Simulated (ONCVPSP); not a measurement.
# Pseudopotential generation for rhenium: ONCV, LDA (Perdew-Zunger), fully relativistic.

```json
{"Element": "rhenium (Re)", "Generator": "ONCVPSP 4.0.1", "Type": "optimised norm-conserving Vanderbilt (ONCV)", "Functional": "LDA (Perdew-Zunger)", "Relativity": "fully relativistic", "Frozen core": "[Kr] 4d10", "Valence charge": "29", "Reference configuration": "4f14 5s2 5p6 5d5 (charge +2)", "Partial waves": "5s: rc 1.35 bohr, ncon 4, nbas 8, qcut 6.9 1/bohr, 2 projectors, debl 2.8 Ha; 5p: rc 2.05 bohr, ncon 3, nbas 7, qcut 5.6 1/bohr, 1 projector; 5d: rc 1.95 bohr, ncon 3, nbas 8, qcut 9.2 1/bohr, 1 projector; 4f: rc 0.65 bohr, ncon 5, nbas 10, qcut 26.8 1/bohr, 3 projectors, debl 3.1 Ha", "Local potential": "polynomial inside 0.60 bohr (lpopt 3, dvloc0 1 Ha)", "Core correction": "none"}
```

Open shells are filled in proportion to 2j + 1.

In the s channel the program set the typed energies aside and used -3.749, 0.250 Ha.

- Cutoffs needed: 318 Ha and 347 Ha (the cutoffs (Ha) at which the residual kinetic energy of the hardest occupied pseudo-wave falls to 1 and 0.1 mHa per electron)
- Ghost test: ghosts flagged at negative energy: s at -523.9 eV, p3/2 at -239.5 eV, p1/2 at -196.2 eV; GHOST(+) flagged for d5/2 at 15.3 eV, d3/2 at 31.9 eV; a true bound ghost makes a file unfit for plane-wave use
- Configuration tests: 1 of 4 tests not solved or not reliable
